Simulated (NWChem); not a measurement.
Everything below was run with NWChem. System: I (-1), charge -1, spin multiplicity 1. Level: PBE/def2-TZVPD with def2 effective core potentials on I.

The NWChem input:

```
start mol
memory heap 200 mb stack 900 mb global 1100 mb
charge -1
geometry units angstroms nocenter noautoz
  I      0.000000     0.000000     0.000000
  symmetry group D2h
end
basis spherical
  * library def2-tzvpd
end
ecp
  I library def2-ecp
end
dft
  xc xpbe96 cpbe96
  semidirect memsize 60000000 filesize 0
  iterations 100
end
task dft energy
```

Output (cleaned and shortened):

```
             Northwest Computational Chemistry Package (NWChem) 7.3.0
             --------------------------------------------------------

                                NWChem Input Module
                                -------------------

 Scaling coordinates for geometry "geometry" by  1.889725989
 (inverse scale =  0.529177249)

                             Geometry "geometry" -> ""
                             -------------------------

 Output coordinates in angstroms (scale by  1.889725989 to convert to a.u.)

  No.       Tag          Charge          X              Y              Z
 ---- ---------------- ---------- -------------- -------------- --------------
    1 I                   53.0000     0.00000000     0.00000000     0.00000000

 Effective nuclear repulsion energy (a.u.)       0.0000000000

            Nuclear Dipole moment (a.u.)
            ----------------------------
        X                 Y               Z
 ---------------- ---------------- ----------------
     0.0000000000     0.0000000000     0.0000000000

      Symmetry information
      --------------------

 Group name             D2h
 Group number             26
 Group order               8
 No. of unique centers     1

      Symmetry unique atoms

     1


 Summary of "ao basis" -> "" (spherical)
 ------------------------------------------------------------------------------
       Tag                 Description            Shells   Functions and Types
 ---------------- ------------------------------  ------  ---------------------
 *                         def2-tzvpd                 on all atoms

 Summary of "ao basis" -> "ao basis" (spherical)
 ------------------------------------------------------------------------------
       Tag                 Description            Shells   Functions and Types
 ---------------- ------------------------------  ------  ---------------------
 I                         def2-tzvpd               19       59   7s6p4d2f

 Summary of "ao basis" -> "ao basis" (spherical)
 ------------------------------------------------------------------------------
[...]
 Nuclear repulsion energy =        0.000000000000

 Numeric. integr. density =       26.000000009466

     Total iterative time =      0.4s

                  Occupations of the irreducible representations
                  ----------------------------------------------

                     irrep           alpha         beta
                     --------     --------     --------
                     ag                4.0          4.0
                     au                0.0          0.0
                     b1g               1.0          1.0
                     b1u               2.0          2.0
                     b2g               1.0          1.0
                     b2u               2.0          2.0
                     b3g               1.0          1.0
                     b3u               2.0          2.0

                       DFT Final Molecular Orbital Analysis
                       ------------------------------------

 Vector   11  Occ=2.000000D+00  E=-2.658014D-03  Symmetry=b1u
              MO Center=  3.5D-33, -7.5D-34, -1.5D-20, r^2= 2.5D+00
   Bfn.  Coefficient  Atom+Function         Bfn.  Coefficient  Atom+Function
  ----- ------------  ---------------      ----- ------------  ---------------
    19      0.486899  1 I  pz                13     -0.432765  1 I  pz
    16      0.345975  1 I  pz                22      0.329870  1 I  pz
    25      0.087222  1 I  pz                10     -0.055107  1 I  pz

 Vector   12  Occ=2.000000D+00  E=-2.658014D-03  Symmetry=b2u
              MO Center= -5.5D-33, -4.6D-21,  5.0D-33, r^2= 2.5D+00
   Bfn.  Coefficient  Atom+Function         Bfn.  Coefficient  Atom+Function
  ----- ------------  ---------------      ----- ------------  ---------------
    18      0.486899  1 I  py                12     -0.432765  1 I  py
    15      0.345975  1 I  py                21      0.329870  1 I  py
    24      0.087222  1 I  py                 9     -0.055107  1 I  py

 Vector   13  Occ=2.000000D+00  E=-2.658014D-03  Symmetry=b3u
              MO Center= -4.3D-21,  8.2D-33,  5.3D-33, r^2= 2.5D+00
   Bfn.  Coefficient  Atom+Function         Bfn.  Coefficient  Atom+Function
  ----- ------------  ---------------      ----- ------------  ---------------
    17      0.486899  1 I  px                11     -0.432765  1 I  px
    14      0.345975  1 I  px                20      0.329870  1 I  px
    23      0.087222  1 I  px                 8     -0.055107  1 I  px

 Vector   14  Occ=0.000000D+00  E= 1.396728D-01  Symmetry=b3u
              MO Center= -1.4D-22,  9.6D-32,  3.2D-32, r^2= 2.0D+01
   Bfn.  Coefficient  Atom+Function         Bfn.  Coefficient  Atom+Function
  ----- ------------  ---------------      ----- ------------  ---------------
    23      1.245196  1 I  px                20     -0.581315  1 I  px
    14     -0.163295  1 I  px                11      0.135182  1 I  px
    17      0.027857  1 I  px

 Vector   15  Occ=0.000000D+00  E= 1.396728D-01  Symmetry=b2u
              MO Center=  1.9D-32, -2.3D-22,  3.2D-32, r^2= 2.0D+01
   Bfn.  Coefficient  Atom+Function         Bfn.  Coefficient  Atom+Function
  ----- ------------  ---------------      ----- ------------  ---------------
    24      1.245196  1 I  py                21     -0.581315  1 I  py
    15     -0.163295  1 I  py                12      0.135182  1 I  py
    18      0.027857  1 I  py

 Vector   16  Occ=0.000000D+00  E= 1.396728D-01  Symmetry=b1u
              MO Center=  3.4D-33,  1.9D-33,  8.1D-21, r^2= 2.0D+01
   Bfn.  Coefficient  Atom+Function         Bfn.  Coefficient  Atom+Function
  ----- ------------  ---------------      ----- ------------  ---------------
    25      1.245196  1 I  pz                22     -0.581314  1 I  pz
    16     -0.163295  1 I  pz                13      0.135182  1 I  pz
    19      0.027857  1 I  pz

 Task  times  cpu:        0.7s     wall:        0.7s

 Total times  cpu:        0.7s     wall:        0.7s
```
